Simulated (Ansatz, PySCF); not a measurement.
Molecule: sum formula BCl2F, charge 0, multiplicity 1. 
Geometry from a B3LYP-D3(BJ)/def2-TZVP (Ansatz, a program for electronic structure) optimisation:
```xyz
4

B     -0.0055     0.3570     0.0037
F     -0.0258     1.6710     0.0174
Cl    -1.5169    -0.5180    -0.0381
Cl     1.5322    -0.4717     0.0278
```

Property: atomisation energy (electronic, to ground-state atoms); the coupled-cluster value holds the core correlation from cc-pwCVTZ, in eV. Valence correlation only, unless marked. UHF or UKS for open shells. No spin-orbit coupling. Non-relativistic. Basis-set limits of correlation are two-point, X^-3; Hartree-Fock from the larger set.

Level to compare with: CCSD(T)/CBS(cc-pV(T+d)Z,cc-pV(Q+d)Z) plus the core term (Ansatz), 16.17 eV. It is a level with limits of its own, and the differences hold the functionals' basis error too.

Question: Rank these functionals by how close they come to CCSD(T)/CBS(cc-pV(T+d)Z,cc-pV(Q+d)Z), closest first: LC-wPBE/def2-TZVPD (Ansatz); PW6B95/def2-TZVPD (PySCF); B3LYP/def2-TZVPD (Ansatz).

Answer: PW6B95/def2-TZVPD (hybrid meta-GGA, 16.18 eV, difference 0.01), LC-wPBE/def2-TZVPD (range-separated hybrid, 16.12 eV, difference -0.05), B3LYP/def2-TZVPD (global hybrid, 15.76 eV, difference -0.41)
